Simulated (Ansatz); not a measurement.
`[CH3][Al]([NH2])[NH2]` + `Cl[SiH2][NH][GeH2][Cl]` → `C[N]([SiH2]Cl)[GeH2][Cl]` + `[NH2][AlH][NH2]`  (substitution at a C–Al bond)

Isolated molecules relaxed with PBE0-D4/def2-TZVP in Ansatz; ΔE leaves out vibrations. CCSD(T)/CBS adds triple-zeta CCSD(T) − MP2 to the extrapolated MP2 energy (def2 sets, frozen cores). This one scheme is used for every species. DFT in def2-TZVPP. For Ge outer-core shells are correlated without core-valence functions, which leaves a few kJ/mol of doubt a bond. Scalar relativity is left out up to krypton. Each species was taken in one conformer, which may not be the lowest.

| level | ΔE (kcal/mol) |
| --- | --- |
| r2SCAN | 20.4 |
| PBE0 | 20.0 |
| MP2/def2-TZVPP | 18.8 |
| HF/def2-QZVPP | 19.4 |

(1) What does CCSD(T)/CBS give? (An estimate is asked.)

Largest T1 diagnostic among the species: 0.011.

## Answers

(1) Computed: +19.2 kcal/mol. The listed levels differ from it by 1.2, 0.8, -0.4, 0.2 kcal/mol.

The D4 term adds −1.8 kcal/mol with B3LYP and −1.0 kcal/mol with PBE0; it sums over pairs of atoms, weighted by their polarisabilities, and B3LYP, whose exchange is more repulsive, gets the larger term.

B3LYP here is the variant with VWN-RPA as its local correlation; programs differ in this.
